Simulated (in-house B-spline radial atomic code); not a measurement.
Removing one electron from the bismuth ion Bi³⁺

Closed shell [Xe] 4f14 5d10 6s2. Computed with a B-spline radial code for spherical atoms: Koopmans values of Dirac-Hartree-Fock plus a diagonal self-energy, in second order or with its direct term screened (direct RPA, with the hole-particle interaction, or full time-dependent Hartree-Fock), linearised in energy; no-pair Dirac-Coulomb Hamiltonian, finite nucleus. Shifts add to the Koopmans value (the ΔSCF shift is orbital relaxation alone); the final value takes TDHF screening with Breit and QED.

Command:
```bash
python run_mb.py task.json out
```
Settings (nuclear radius in fm, box in bohr, cutoff in hartree):
```
basis_form          2
Z                   83
core_configuration  [Xe] 4f14 5d10 6s2
rms_radius          5.5211
mass_number         209
speed_of_light      137.036
box_radius          13.958
lmax                7
intervals           62
virtual_cutoff      27556.0
```

Run time, properties included: 110 s on 1 thread of Arm Neoverse V2, with other jobs on the host.

Energies in eV:

| subshell | Koopmans | ΔSCF shift | second order | direct RPA | hole-particle | TDHF | Breit + QED | final |
| --- | --- | --- | --- | --- | --- | --- | --- | --- |
| 6s1/2 | 42.96 | -0.310 | ? | ? | ? | ? | ? | ? |

What does the self-energy do to 6s1/2?

It shifts the removal energy by 2.287 eV in second order, 1.142 with direct RPA, 1.277 with the hole-particle term and 1.445 with TDHF screening (quasi-particle weight 0.973); Breit and QED add -0.087 eV. The final value is 44.32 eV, against 45.37 ± 0.06 eV (NIST, measured).
